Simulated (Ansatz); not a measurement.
C2H3NO, SMILES `C=NC=O` (C–N–C–O torsion 67°) (charge 0, multiplicity 1).

Cartesian coordinates (Å):
SMILES: C=NC=O
```xyz
7

C      1.1548     0.0016    -0.0765
N      0.0703    -0.5851    -0.3386
C     -1.1640    -0.0836     0.0765
O     -1.6571     0.9393    -0.3211
H      2.0864    -0.4011    -0.4678
H      1.2104     0.9072     0.5335
H     -1.6873    -0.7789     0.7558
```
Charge 0, multiplicity 1.

Frozen-core energies in 6-31g from Ansatz (a program for electronic structure) at a geometry from B3LYP-D3(BJ)/def2-TZVP; the HF reference has <S^2> = 0.00 (restricted, and unstable towards unrestricted orbitals) and the T1 diagnostic is 0.017.

```tsv
level	energy (Ha)	difference from CCSDT(Q) (mHa)
HF	-206.64861	446.78
MP2	-207.06024	35.15
CCSD	-207.07910	16.29
CCSD(T)	-207.09314	2.25
CCSDT	-207.09364	1.75
CCSDT(Q)	-207.09539	0.00
```
